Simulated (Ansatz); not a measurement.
The cluster ZnO2H2. Total charge 0; singlet. Geometry PBE-D4/def2-TZVP, basis def2-TZVP, Ansatz.

Cartesian coordinates in Å:
```
Zn 1.0273 -0.4302 0.2618
O -1.2589 0.1367 -0.4620
O -0.6294 0.0253 0.8944
H 2.3989 -0.8044 -0.2598
H -1.5379 1.0725 -0.4343
```

| run | HOMO (eV) | LUMO (eV) |
| --- | --- | --- |
| A | -5.56 | -1.72 |
| B | -6.57 | -1.04 |
| C | -5.95 | -1.45 |
| D | -5.64 | -1.83 |
| E | -7.30 | -0.76 |

The structure holds 1 bond(s) between oxygen atoms. Another isomer (singlet) lies 3.67 eV lower at PBE0-D4/def2-TZVP; other spin states weren't run for this one.

The runs used PBE, PBE0, r2SCAN, r2SCANh, revPBE. Estimate which is which.

A revPBE (0 % exact exchange); B r2SCANh (10 % exact exchange); C r2SCAN (0 % exact exchange); D PBE (0 % exact exchange); E PBE0 (25 % exact exchange). Exact exchange lowers occupied and raises empty levels; among semilocal functionals meta-GGAs tend to open the gap a little, and such runs are hard to tell apart. The gap grows from 3.82 eV (PBE) to 6.53 eV (PBE0).
